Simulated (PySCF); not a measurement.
CH₇AsSSi.
Atom-mapped SMILES: `[CH3:1][S:2][SiH2:3][AsH2:4]` (hydrogens: H5, H6, H7 on C1; H8, H9 on Si3; H10, H11 on As4)

Cartesian coordinates in Å at the PBE0-D3(BJ)/def2-SVP level; atoms count from 1:
```
atom  x, y, z in Å
C1    -2.1418   -0.1263    0.2392
S2    -0.6539    0.5950    1.0052
Si3    0.8718   -0.3867   -0.1318
As4    2.9168    0.4920    0.6748
H5    -2.1932    0.1074   -0.8338
H6    -2.1808   -1.2148    0.3871
H7    -3.0060    0.3295    0.7411
H8     0.8704   -1.8651    0.1067
H9     0.6494   -0.1647   -1.5959
H10    3.6989   -0.2990   -0.3717
H11    2.8194    1.7133   -0.2334
```

Computed with PySCF at PBE0/def2-SVPD, non-relativistic, on one gas-phase PBE0-D3(BJ)/def2-SVP geometry that isn't relaxed in the solvent. The solvent is an IEF-PCM continuum (van der Waals radii × 1.2), and excitations are vertical TDDFT with non-equilibrium linear response and a frozen core. Specific hydrogen bonds and non-electrostatic terms are outside this model. Spin–orbit coupling is left out although an atom past zinc is present.

Gas-phase singlets (H = HOMO, L = LUMO):

| state | E (eV) | λ (nm) | f | leading configurations |
| --- | --- | --- | --- | --- |
| S1 | 5.378 | 231 | 0.002 | H→L 94% |
| S2 | 5.758 | 215 | 0.003 | H→L+1 85% |
| S3 | 5.987 | 207 | 0.010 | H→L+2 46%, H→L+3 38%, H→L+1 13% |
| S4 | 6.115 | 203 | 0.003 | H→L+3 51%, H→L+2 46% |
| S5 | 6.269 | 198 | 0.032 | H-1→L 68%, H-1→L+1 21% |

Question: How does the list change in acetone (ε = 20.49)?

Answer: 
```csv
state,E (eV),λ (nm),f,leading configurations,change by rank (eV)
S1,5.521,225,0.004,H→L 94%,+0.143
S2,5.880,211,0.009,"H→L+1 83%, H→L+3 9%",+0.122
S3,6.143,202,0.016,"H→L+3 45%, H→L+2 36%, H→L+1 16%",+0.156
S4,6.256,198,0.002,"H→L+2 54%, H→L+3 40%",+0.141
S5,6.275,198,0.054,"H-1→L 79%, H-1→L+1 12%",+0.006
```

Question: How do the frontier levels move from gas to acetone?

Answer: 
```tsv
orbital	gas (eV)	solvent (eV)	change (eV)	Löwdin shares, gas	Löwdin shares, solvent
LUMO+2	0.11	0.24	+0.13	As4 42 %, H11 17 %, Si3 16 %, S2 9 %	As4 40 %, Si3 16 %, H11 15 %, S2 11 %
LUMO+1	-0.06	0.05	+0.11	As4 34 %, Si3 24 %, H10 10 %, S2 8 %	As4 34 %, Si3 24 %, S2 10 %, H10 8 %
LUMO	-0.21	-0.08	+0.13	S2 29 %, Si3 19 %, As4 16 %, C1 10 %	S2 32 %, Si3 19 %, As4 16 %, C1 9 %
HOMO	-6.97	-7.02	-0.05	S2 69 %, C1 10 %, Si3 10 %	S2 68 %, C1 10 %, Si3 10 %
HOMO-1	-7.60	-7.52	+0.08	As4 63 %, Si3 16 %, H11 6 %, H10 6 %	As4 63 %, Si3 17 %, H11 6 %, H10 6 %
HOMO-2	-8.68	-8.63	+0.05	S2 49 %, Si3 18 %, C1 10 %, As4 9 %	S2 39 %, Si3 18 %, As4 16 %, C1 9 %
HOMO-3	-8.99	-8.89	+0.10	As4 33 %, Si3 18 %, S2 16 %, H11 10 %	As4 26 %, S2 25 %, Si3 18 %, H8 10 %
```

The HOMO–LUMO gap goes from 6.76 to 6.94 eV. Rows go by rank; for HOMO-3 and HOMO-2 the atom shares or the degeneracy differ between the runs, so the row needn't follow one orbital.
